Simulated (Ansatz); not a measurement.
Isolated molecules relaxed with PBE0-D4/def2-TZVP in Ansatz; ΔE leaves out vibrations. CCSD(T)/CBS is the MP2 limit (def2-TZVPP, def2-QZVPP) plus CCSD(T) − MP2 in def2-TZVPP, frozen cores. This one scheme is used for every species. DFT in def2-TZVPP. Each species was taken in one conformer, which may not be the lowest.

`CB[CH](F)[AlH2]` + `N[SiH3]` → `CBN[SiH3]` + `F[CH2][AlH2]`  (ligand exchange at a B–C bond)

```json
{"level": "r2SCAN", "ΔE (kcal/mol)": "-20.9"}
{"level": "SCS-MP2/def2-TZVPP", "ΔE (kcal/mol)": "-26.4"}
{"level": "CCSD/def2-TZVPP", "ΔE (kcal/mol)": "-26.3"}
{"level": "CCSD(T)/def2-TZVPP", "ΔE (kcal/mol)": "-24.4"}
```

**Question.** What does CCSD(T)/CBS give? (An estimate is asked.)

**Answer.** The calculation gave: -24.0 kcal/mol. The listed levels differ from it by 3.1, -2.4, -2.3, -0.4 kcal/mol.

Largest T1 diagnostic among the species: 0.013.

In def2-TZVPP, CCSD(T) changes the Hartree–Fock value by +11.1 kcal/mol (the triples alone add +1.9 kcal/mol) and MP2 by +11.5 kcal/mol. From PBE to PBE0 (25 % exact exchange), in def2-TZVPP and without D4, ΔE moves by −1.9 kcal/mol.
